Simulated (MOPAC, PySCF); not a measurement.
CH₄OSi₂, SMILES `O=C[SiH]=[SiH2]` (O–C–Si–Si torsion 21°), neutral singlet in the gas phase. 

Cartesian coordinates (Å):
SMILES: O=C[SiH]=[SiH2]
```xyz
8

O     -2.0282     1.1094    -0.1293
C     -1.7664    -0.0605     0.0256
Si     0.0017    -0.7049     0.3485
Si     1.6606     0.5509    -0.2207
H     -2.5804    -0.8208     0.0026
H      0.1342    -2.1786     0.3237
H      1.5257     2.0168    -0.2937
H      3.0527     0.0876    -0.0566
```
Charge 0, multiplicity 1.

All levels are single points at this geometry (B3LYP-D3(BJ)/def2-TZVP); Pople sets use spherical d functions. Orbital energies aren't observables, and empty levels follow the basis.

PBE-D3(BJ)/def2-TZVP in PySCF gives gap (eV) = 1.97.

Q: Estimate the gap (eV) from each of these levels: TPSSh-D3(BJ)/def2-TZVP in PySCF; BP86/6-31G* in PySCF; M06-2X/6-31G* in PySCF; SVWN5/6-31G* in PySCF; PM7 in MOPAC.

A: 
| level | gap (eV) |
|---|---|
| TPSSh-D3(BJ)/def2-TZVP in PySCF | 2.74 |
| BP86/6-31G* in PySCF | 2.01 |
| M06-2X/6-31G* in PySCF | 5.12 |
| SVWN5/6-31G* in PySCF | 1.94 |
| PM7 in MOPAC | 6.34 |
